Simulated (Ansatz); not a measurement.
Cartesian coordinates in Å:
```
Cl 1.000 -0.128 1.834
Ge 0.065 -0.110 -0.078
Cl -1.967 -0.695 0.170
Br 0.125 2.012 -0.909
H 0.777 -1.079 -1.017
```

The species carries charge 0 and has multiplicity 1.

Question: List the B3LYP/def2-TZVPP orbital energies in eV (the Gaussian-basis code of Ansatz). (Estimate.)

Answer: Computed: Occupied: -13139.70, -10852.79, -2762.99, -2762.99, -1701.35, -1533.06, -1532.99, -1532.99, -1357.05, -1207.97, -1207.97, -1207.94, -257.73, -257.73, -237.13, -196.76, -196.76, -196.60, -196.60, -196.60, -196.60, -178.02, -177.79, -177.79, -171.63, -121.91, -121.90, -121.81, -72.30, -72.23, -72.23, -72.05, -72.05, -35.49, -35.48, -35.39, -35.36, -35.36, -23.39, -22.63, -21.63, -15.55, -11.63, -11.50, -11.21, -9.62, -9.56, -9.25, -9.18, -8.73, -8.65. Lowest empty: -1.98, -0.33, -0.29, 0.91, 3.66, 4.20, 4.21, 4.44.

B3LYP here is the variant with VWN-RPA as its local correlation; programs differ in this.
